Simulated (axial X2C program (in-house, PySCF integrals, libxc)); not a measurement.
GdO⁻: the levels of the configuration f8 s1

Calculated with an axial X2C code built on PySCF integrals: two-component X2C with atomic mean-field Coulomb and Gaunt terms, basis Gd dyall-v4z, O dyall-v4z (cores contracted in-house). Orbitals come from Hartree–Fock averaged over the configuration Gd f8 s1; CI then distributes these electrons over the f, s shells of Gd.

R = 1.947 Å (near the minimum of the configuration average).

Lowest levels of this model:

```json
{"Ω": "13/2", "energy (cm⁻¹)": "0", "g∥": "19.96", "configuration": "100% f8 s1"}
{"Ω": "11/2", "energy (cm⁻¹)": "249", "g∥": "16.29", "configuration": "100% f8 s1"}
{"Ω": "9/2", "energy (cm⁻¹)": "511", "g∥": "12.74", "configuration": "100% f8 s1"}
{"Ω": "11/2", "energy (cm⁻¹)": "677", "g∥": "16.20", "configuration": "100% f8 s1"}
{"Ω": "7/2", "energy (cm⁻¹)": "777", "g∥": "9.34", "configuration": "100% f8 s1"}
{"Ω": "9/2", "energy (cm⁻¹)": "1011", "g∥": "12.90", "configuration": "100% f8 s1"}
{"Ω": "5/2", "energy (cm⁻¹)": "1025", "g∥": "6.24", "configuration": "100% f8 s1"}
{"Ω": "3/2", "energy (cm⁻¹)": "1222", "g∥": "3.57", "configuration": "100% f8 s1"}
{"Ω": "7/2", "energy (cm⁻¹)": "1309", "g∥": "9.80", "configuration": "100% f8 s1"}
{"Ω": "1/2", "energy (cm⁻¹)": "1326", "g∥": "1.19", "configuration": "100% f8 s1"}
{"Ω": "5/2", "energy (cm⁻¹)": "1546", "g∥": "6.92", "configuration": "100% f8 s1"}
{"Ω": "3/2", "energy (cm⁻¹)": "1712", "g∥": "4.02", "configuration": "100% f8 s1"}
{"Ω": "1/2", "energy (cm⁻¹)": "1812", "g∥": "1.26", "configuration": "100% f8 s1"}
{"Ω": "11/2", "energy (cm⁻¹)": "2055", "g∥": "17.41", "configuration": "100% f8 s1"}
{"Ω": "9/2", "energy (cm⁻¹)": "2153", "g∥": "13.63", "configuration": "100% f8 s1"}
{"Ω": "7/2", "energy (cm⁻¹)": "2239", "g∥": "10.03", "configuration": "100% f8 s1"}
{"Ω": "5/2", "energy (cm⁻¹)": "2338", "g∥": "6.45", "configuration": "100% f8 s1"}
{"Ω": "3/2", "energy (cm⁻¹)": "2456", "g∥": "2.99", "configuration": "100% f8 s1"}
{"Ω": "1/2", "energy (cm⁻¹)": "2585", "g∥": "0.00", "configuration": "100% f8 s1"}
{"Ω": "9/2", "energy (cm⁻¹)": "2599", "g∥": "13.71", "configuration": "100% f8 s1"}
{"Ω": "7/2", "energy (cm⁻¹)": "2650", "g∥": "10.42", "configuration": "100% f8 s1"}
{"Ω": "5/2", "energy (cm⁻¹)": "2723", "g∥": "6.99", "configuration": "100% f8 s1"}
{"Ω": "1/2", "energy (cm⁻¹)": "2816", "g∥": "2.39", "configuration": "100% f8 s1"}
{"Ω": "3/2", "energy (cm⁻¹)": "2821", "g∥": "4.04", "configuration": "100% f8 s1"}
```

g∥ is the magnitude of 2⟨Lz + ge Sz⟩ for the +Ω component.

**Question.** From Ω and g∥ of the lowest level, whose 2⟨Lz + ge Sz⟩ is positive, find ⟨Sz⟩ and ⟨Lz⟩ (ge = 2.0023).

**Answer.** Ω = ⟨Lz⟩ + ⟨Sz⟩ = 13/2 and ⟨Lz⟩ + ge⟨Sz⟩ = 9.980, so ⟨Sz⟩ = 3.47 and ⟨Lz⟩ = 3.03.

Occupations of the active spinors in the lowest level by ω, shell by shell in order of energy: -7/2: 0.00; -5/2: 0.93 0.07; -3/2: 0.83 0.17; -1/2: 0.69 0.31 0.00; 1/2: 0.46 0.54 1.00; 3/2: 0.29 0.71; 5/2: 1.00 1.00; 7/2: 1.00. The leading determinant has weight 0.20 among 325.

This point took 2 s on 1 thread of AMD EPYC 9R45 96-Core Processor (Zen 5), on a shared host.

Dynamic correlation is missing, so gaps between terms are too wide and other configurations may lie lower; the lowest level listed is that of this model, not necessarily the ground state. At most 4 roots were kept for each Ω > 0 (twice that for Ω = 0) within 2.2 eV of the lowest, so higher up levels can be missing between those listed; levels with Ω > 0 are doubly degenerate and listed once, Ω = 0 levels singly. For an anion, levels above electron detachment are held by the basis set.
